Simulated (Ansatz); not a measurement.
## Energy profile

The step: SiNH₅ ([NH2][SiH3]) + HBr → SiNH₄Br ([NH2][SiH2][Br]) + H₂; bonds formed: Si1–Br7, H2–H6; bonds broken: Si1–H2, H6–Br7 (atoms numbered as in the saddle structure below).

Si1  (-0.333, -0.211, 0.200)
H2  (1.376, 0.208, 0.165)
H3  (-0.491, -1.601, -0.239)
H4  (-0.998, 0.592, 1.231)
N5  (-0.591, 0.686, -1.227)
H6  (1.371, -0.273, 0.880)
Br7  (0.761, -1.409, 2.366)
H8  (-0.706, 1.687, -1.231)
H9  (-0.390, 0.322, -2.145)
(Å)

Electronic energies by CCSD(T) at an estimated basis limit (MP2 extrapolated from triple and quadruple zeta, plus CCSD(T) − MP2 in triple zeta), on PBE0-D4/def2-TZVP structures; SiNH$_{6}$Br, singlet; no counterpoise correction. Computed with Ansatz 0.2.0 (basis: def2-TZVPP and def2-QZVPP); correlated methods freeze the cores. Filled d shells of the heavier atoms are correlated. The def2 sets are not built for correlating such inner shells, so the correlated values are less sure here. Extrapolation: Hartree–Fock as exp(−7.88 √X), correlation as X^−2.97.

(1) Give the profile in eV, counted from the separated reactants. (To be estimated.)

The T1 diagnostic stays at or below 0.010.

Answers

(1) Computed:
| point | eV |
| --- | --- |
| separated: SiNH$_{5}$ (linked as [NH2][SiH3]; Si1, H2, H3, H4, N5, H8, H9; singlet) + HBr (H6, Br7; singlet) | 0.000 |
| start structure | -0.061 |
| saddle | 1.164 |
| end structure | -0.994 |
| separated: SiNH$_{4}$Br (linked as [NH2][SiH2][Br]; Si1, H3, H4, N5, Br7, H8, H9; singlet) + H$_{2}$ (H2, H6; singlet) | -0.968 |

For scale, one of the runs: CCSD(T)/def2-TZVPP, 205 basis functions, launched by `ansatz run in.yaml --threads 4 --pin off --events-out ev --progress --plain --max-ram 9574MiB`. Time: 97 s of wall clock on 4 CPU threads of an Intel Xeon; the host was shared. Peak host memory: 2.6 GiB.
